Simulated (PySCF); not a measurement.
## A ladder for the ionisation energy of Ne+

Ne+ [He] 2s2 2p5 (2P) → Ne(2+) [He] 2s2 2p4 (3P). Scalar values calculated with PySCF 2.14 in dyall-acv3z (non-relativistic; valence: 1s2 frozen; valence and next inner shell: nothing frozen). The spin-orbit shift comes from two-component X2C-1e calculations (generalised Hartree-Fock, GHF, and MP2 on its spinors, GMP2) in x2c-QZVPPall-2c: GMP2 gives 40.852 eV without and 40.846 eV with screened spin-orbit coupling, a shift of -0.005 eV (GHF: -0.006 eV). Sums use unrounded values; where a UHF row is shifted, it takes the GHF shift.

```tsv
method	scalar (eV)
UHF	39.272
MP2 (valence)	40.793
SCS-MP2 (valence)	40.790
CCSD (valence)	40.723
CCSD(T) (valence)	40.757
MP2 (valence and next inner shell)	40.815
SCS-MP2 (valence and next inner shell)	40.800
CCSD (valence and next inner shell)	40.742
CCSD(T) (valence and next inner shell)	40.778
LDA	41.450
PBE	41.148
PBE0	41.010
r2SCAN	41.143
MN15	41.214
wB97X	40.944
r2SCAN0	40.999
B97-3	41.142
```

**Question.** Form a composite estimate from CCSD(T) (valence and next inner shell) and the spin-orbit shift, and compare it with the reference, 40.963 eV (measured; NIST Atomic Spectra Database, ionization energies).

**Answer.** 40.778 + (-0.005) = 40.772 eV, an error of -0.191 eV.

The errors of the correlated levels include the incompleteness of the basis and the frozen core, so a lower level can come closer by cancellation.
